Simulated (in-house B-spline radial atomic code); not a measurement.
Successive ionisation energies of tin; each step leads to the configuration of the next row (after the last: [Ar] 3d10 4s2 4p2). NIST's values go from ground level to ground level; the uncertainty of those that are theory runs from under 0.1 % in few-electron ions to several per cent in heavy many-electron ones. Computed with a radial B-spline atomic code at the basis-set limit: non-relativistic Hartree-Fock, average of the configuration, point nuclei.

This level leaves out relativity, spin-orbit splitting included, which matters for heavy ions.

```json
{"ion": "Sn12+", "configuration": "[Kr] 4d2", "ionisation energy (eV)": "257.1", "tabulated value (eV)": "258", "tabulated kind": "tabulated theory", "computed minus tabulated (eV)": "-0.9", "highest orbital": "4d", "largest mean radius (bohr)": "0.87867"}
{"ion": "Sn13+", "configuration": "[Kr] 4d1", "ionisation energy (eV)": "?", "tabulated value (eV)": "?", "tabulated kind": "tabulated theory", "computed minus tabulated (eV)": "?", "highest orbital": "?", "largest mean radius (bohr)": "?"}
{"ion": "Sn14+", "configuration": "[Ar] 3d10 4s2 4p6", "ionisation energy (eV)": "?", "tabulated value (eV)": "?", "tabulated kind": "tabulated theory", "computed minus tabulated (eV)": "?", "highest orbital": "?", "largest mean radius (bohr)": "?"}
{"ion": "Sn15+", "configuration": "[Ar] 3d10 4s2 4p5", "ionisation energy (eV)": "407.2", "tabulated value (eV)": "407", "tabulated kind": "tabulated theory", "computed minus tabulated (eV)": "0.2", "highest orbital": "4p", "largest mean radius (bohr)": "0.79383"}
{"ion": "Sn16+", "configuration": "[Ar] 3d10 4s2 4p4", "ionisation energy (eV)": "435.8", "tabulated value (eV)": "437", "tabulated kind": "tabulated theory", "computed minus tabulated (eV)": "-1.2", "highest orbital": "4p", "largest mean radius (bohr)": "0.78452"}
{"ion": "Sn17+", "configuration": "[Ar] 3d10 4s2 4p3", "ionisation energy (eV)": "464.9", "tabulated value (eV)": "466", "tabulated kind": "tabulated theory", "computed minus tabulated (eV)": "-1.1", "highest orbital": "4p", "largest mean radius (bohr)": "0.7755"}
```

(1) Fill in the row of Sn13+.

(2) Fill in the row of Sn14+.

Results:

(1) ionisation energy (eV): 283.1; tabulated value (eV): 282; computed minus tabulated (eV): 1.1; highest orbital: 4d; largest mean radius (bohr): 0.86237.

(2) ionisation energy (eV): 379.0; tabulated value (eV): 379; computed minus tabulated (eV): 0.0; highest orbital: 4p; largest mean radius (bohr): 0.80395.
